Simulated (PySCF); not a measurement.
## Löwdin shares of the frontier orbitals

WNCl3 (singlet state).
Z-matrix (Å and degrees, PBE0-D3(BJ)/def2-SVP geometry), rows numbered from 1:
```
W 
N   1  1.6519
Cl  1  2.2631  2  104.37
Cl  1  2.2620  2  104.36  3  -120.06
Cl  1  2.2624  2  104.32  3   120.23
```

Method: TDDFT CAM-B3LYP/def2-SVPD, vertical, gas phase, core orbitals frozen in the response, def2 core potentials past Kr in PySCF 2.14.0, density-fitted response routines. Spin–orbit coupling is left out.

Kohn–Sham orbitals with the atoms that hold most of them (Löwdin shares over 4%, at most four atoms):

| orbital | ε (eV) | atoms |
| --- | --- | --- |
| HOMO-3 | -11.44 | Cl5 33%, Cl4 33%, Cl3 33% |
| HOMO-2 | -10.82 | N2 52%, W1 18%, Cl3 10%, Cl5 10% |
| HOMO-1 | -10.54 | N2 33%, Cl4 32%, Cl5 18%, W1 15% |
| HOMO | -10.54 | N2 33%, Cl3 32%, Cl5 17%, W1 15% |
| LUMO | -2.66 | W1 62%, Cl4 15%, Cl5 13%, Cl3 8% |
| LUMO+1 | -2.65 | W1 62%, Cl3 16%, Cl5 11%, Cl4 9% |
| LUMO+2 | -0.07 | W1 50%, N2 32%, Cl5 10%, Cl3 7% |

Within 0.005 eV of a neighbour in this list lie HOMO-1/HOMO (point group found: C3v); within a degenerate set the shares of single atoms can hang on how the components are chosen.

(1) The HOMO–LUMO gap is 7.88 eV. Where does the response calculation put the lowest singlet, and from which orbitals?

## Answers

(1) S1 is at 3.77 eV (f = 0.0000), 4.11 eV below the gap, made of HOMO-1/HOMO→LUMO/LUMO+1 (≥95%). 

For S1 the Löwdin share of tungsten is 15% in HOMO-1 and 62% in LUMO.

Next come S2 at 3.99 eV (f 0.0008), HOMO-1/HOMO→LUMO/LUMO+1 (≥86%); S3 at 3.99 eV (f 0.0008), HOMO-1/HOMO→LUMO/LUMO+1 (≥86%); S4 at 4.02 eV (f 0.0034), HOMO-1/HOMO→LUMO/LUMO+1 (≥93%); S5 at 4.21 eV (f 0.0015), HOMO-2→LUMO/LUMO+1 (≥92%).

Orbitals of the list HOMO-3 to LUMO+2 that lie within 0.01 eV of each other are written together with a slash and their weights summed (≥ marks a lower bound); for degenerate orbitals outside that list single weights are arbitrary.

Löwdin shares depend on the basis, the more so with diffuse functions.
